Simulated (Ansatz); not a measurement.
## GeH2ClO (SMILES [O][GeH2][Cl]): the energy to break a bond

GeH2ClO: 5 atoms, total charge 0, spin state doublet. As SMILES, `[O][GeH2][Cl]`. The shape was relaxed beforehand at wB97X-V/def2-SVP.

```xyz
5

O    -0.2737   -0.5918    1.6273
Ge    0.1245   -0.0804   -0.0374
Cl   -1.3520    1.2934   -0.7787
H     0.0855   -1.3433   -0.8973
H     1.4655    0.6483    0.0447
```

Wanted: the dissociation energy of the Cl3–Ge2 bond into doublet Cl and singlet GeH2O (shapes relaxed at wB97X-V/def2-SVP, no zero-point term). 1 Eh = 2625.50 kJ/mol = 27.2114 eV. Totals in Eh; open shells run unrestricted unless said.

| level | program | GeH2ClO | doublet Cl | singlet GeH2O |
| --- | --- | --- | --- | --- |
| UB3LYP/def2-TZVPP | Ansatz | -2613.714017 | -460.167005 | -2153.464167 |
| U-wB97M-V/def2-TZVPP | Ansatz | -2613.486565 | -460.125172 | -2153.269998 |
| UMP2/def2-TZVPP, 15 core orbitals frozen | Ansatz | -2611.579186 | -459.635303 | -2151.869929 |

Problem. Work out the dissociation energy at each level.

Solution. 
1. UB3LYP/def2-TZVPP: (-460.167005) + (-2153.464167) − (-2613.714017) = 0.082845 Eh = 217.5 kJ/mol = 2.25 eV.
2. U-wB97M-V/def2-TZVPP: (-460.125172) + (-2153.269998) − (-2613.486565) = 0.091395 Eh = 240.0 kJ/mol = 2.49 eV.
3. UMP2/def2-TZVPP: (-459.635303) + (-2151.869929) − (-2611.579186) = 0.073954 Eh = 194.2 kJ/mol = 2.01 eV.

The levels span 194 to 240 kJ/mol; no measured value is set beside them. A fragment with an even electron count was run as a singlet and may have a lower triplet. A bond enthalpy at 298 K also holds the loss of zero-point energy and thermal terms.
